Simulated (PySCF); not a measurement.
Frontier levels across methods

Compound: C2H8BNO.
Structure used (PBE0-D3(BJ)/def2-SVP), in Å, numbered top down from 1:
```
atom  x, y, z in Å
C1     1.5896   -0.8638   -0.1873
N2     1.0013    0.4279    0.0201
B3    -0.3638    0.7617    0.1244
C4    -1.5106   -0.3300    0.0107
O5    -0.6349    2.0965    0.3300
H6     0.8038   -1.6259   -0.2816
H7     2.1971   -0.9093   -1.1095
H8     2.2421   -1.1731    0.6497
H9     1.6622    1.1918    0.1071
H10   -1.4145   -1.0966    0.7972
H11   -1.4627   -0.8612   -0.9542
H12   -2.5217    0.0989    0.0956
H13   -1.5765    2.2680    0.3930
```

Basis pcSseg-2 throughout (PySCF), one geometry. Isolated species at its PBE0-D3(BJ)/def2-SVP geometry (one conformer only).

Q: How do the orbital energies, the gap and the dipole change with the method?

A: 
```csv
method,kind,HOMO (eV),LUMO (eV),gap (eV),μ (D),SCF cycles
BLYP,GGA,-5.44,-0.26,5.18,0.76,16
OPBE,GGA,-5.51,-0.11,5.40,0.70,16
B97-D,GGA,-5.54,-0.09,5.45,0.75,15
PBE,GGA,-5.55,-0.23,5.32,0.75,15
KT2,GGA,-5.65,-0.23,5.41,0.77,15
BP86,GGA,-5.65,-0.08,5.58,0.76,15
KT3,GGA,-5.66,-0.42,5.24,0.73,15
LDA,LDA,-5.68,-0.32,5.36,0.83,15
B97-2,global hybrid,-6.65,0.52,7.16,0.82,13
B3LYP,global hybrid,-6.69,0.16,6.85,0.83,13
PBE0,global hybrid,-6.91,0.48,7.39,0.83,13
mPW1PW91,global hybrid,-6.94,0.46,7.40,0.83,13
BHandHLYP,global hybrid,-8.20,0.96,9.16,0.92,12
CAM-B3LYP,range-separated hybrid,-8.32,1.12,9.44,0.89,13
wB97X-D,range-separated hybrid,-8.79,2.18,10.97,0.85,13
LC-wPBE,range-separated hybrid,-9.69,2.28,11.97,0.90,13
HF,Hartree–Fock,-10.24,2.56,12.80,0.98,10
```

The HOMO spans 4.80 eV, from BLYP down to HF, and the gap runs from 5.18 eV (BLYP) to 12.80 eV (HF). Over the methods BLYP (0 %), OPBE (0 %), B97-D (0 %), PBE (0 %), KT2 (0 %), BP86 (0 %), KT3 (0 %), LDA (0 %), B97-2 (21 %), B3LYP (20 %), PBE0 (25 %), mPW1PW91 (25 %), BHandHLYP (50 %), HF (100 %), a straight line through the gap against the share of exact exchange rises by 0.75 eV for each 10 % (correlation coefficient 0.998). The dipole ranges from 0.70 D (OPBE) to 0.98 D (HF). This basis has no diffuse functions.
